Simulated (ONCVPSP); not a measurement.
Cl: variants of one ONCV potential

Base potential:

Cl (Z = 17), optimised norm-conserving Vanderbilt (ONCV), made with ONCVPSP 4.0.1 (PBE, scalar-relativistic). Core [Ne], reference 3s2 3p5. Waves: 3s: rc 1.00 bohr, ncon 3, nbas 6, qcut 6.4 1/bohr, 2 projectors, debl 2.8 Ha; 3p: rc 1.05 bohr, ncon 3, nbas 6, qcut 8.1 1/bohr, 3 projectors, debl 4 Ha; d scattering state at 0.11 Ha: rc 0.85 bohr, ncon 4, nbas 8, qcut 11.6 1/bohr, 2 projectors, debl 0.6 Ha. Local part: polynomial inside 0.60 bohr (lpopt 5, dvloc0 0 Ha). Core correction: Teter function, fcfact 2, rcfact 1.7.

All-electron outer shells of the reference configuration (PBE, scalar-relativistic, ld1.x):

```json
{"shell": "2s", "level (eV)": "-252.70", "outermost node (bohr)": "0.12", "outermost maximum (bohr)": "0.36"}
{"shell": "2p", "level (eV)": "-191.63", "outermost node (bohr)": "–", "outermost maximum (bohr)": "0.30"}
{"shell": "3s", "level (eV)": "-20.69", "outermost node (bohr)": "0.55", "outermost maximum (bohr)": "1.29"}
{"shell": "3p", "level (eV)": "-8.59", "outermost node (bohr)": "0.53", "outermost maximum (bohr)": "1.43"}
```

Cutoffs, loose and tight: the cutoffs (Ha) at which the residual kinetic energy of the hardest occupied pseudo-wave falls to 1 and 0.1 mHa per electron. They do not see the model core or the augmentation charge, which bear on the density cutoff. Test errors are all-electron minus pseudo excitation energies from the reference, over the configurations 3s2 3p4; 3s2 3p3; 3s2 3p2; 3s2 3p4.5. A dash means not determined; rows that change the core or the reference have their own tests.

3 further variants are left out, since the program set their typed debl aside.

A true bound ghost makes a file unfit for plane-wave use even where its test errors are small: the radial tests pick states by their node count and pass the ghost by.

```csv
change,outcome,"cutoff, loose","cutoff, tight",bound ghosts,GHOST(+) flags above zero,largest test error (meV)
base,generated,46 Ha,138 Ha,"s, p","s, p, d",4 of 4 tests not solved or not reliable
s: debl 1,generated,46 Ha,138 Ha,"s, p","s, p, d",-2.6
s: debl 1.4,generated,46 Ha,138 Ha,"s, p","s, p, d",-2.5
s: debl 2.7,generated,46 Ha,138 Ha,"s, p","s, p, d",4 of 4 tests not solved or not reliable
s: debl 5.05,generated,46 Ha,138 Ha,"s, p","s, p, d",-5.3
```

Reading the sweep of the debl of the s channel (base included, trends over the rows without a ghost): Bound ghosts are found at 1, 1.4, 2.7, 2.8, 5.05 Ha. Every judged row has one, so this setting neither creates nor removes them.
